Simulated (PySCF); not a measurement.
## Radial density of Te (tellurium, neutral)

UHF, [Kr] 4d10 5s2 5p3 5d1, high-spin 5D determinant (an excited configuration). All numbers are calculated (PySCF 2.14, scalar relativity through the core potential, in aug-cc-pVTZ-PP with ECP28MDF (6s5p4d2f, 55 functions)). This is the valence pseudo-density: the core potential removes the inner electrons and smooths the orbitals near the nucleus.

| r (bohr) | 4πr²ρ (e/bohr) | 4πr²(ρα − ρβ) |
| --- | --- | --- |
| 0.00219 | 2.461e-05 | 0.0000 |
| 0.00369 | 6.787e-05 | 0.0000 |
| 0.00621 | 0.0001791 | 0.0000 |
| 0.0104 | 0.0004267 | 0.0000 |
| 0.0176 | 0.0008562 | 0.0000 |
| 0.0295 | 0.001462 | 0.0000 |
| 0.0497 | 0.001995 | 0.0000 |
| 0.0836 | 0.003841 | 0.0000 |
| 0.141 | 0.02568 | 0.0002 |
| 0.236 | 0.3412 | 0.0028 |
| 0.398 | 5.258 | 0.0675 |
| 0.669 | 25.12 | 0.2447 |
| 1.13 | 13.11 | 0.0530 |
| 1.89 | 3.640 | 1.4810 |
| 3.18 | 1.298 | 1.0177 |
| 5.35 | 0.2590 | 0.2540 |
| 9.01 | 0.004935 | 0.0049 |

Energies and moments cover only the electrons outside the core potential. The outer electron is Rydberg-like, and this basis confines it to a smaller radius and binds it less than a complete one would.
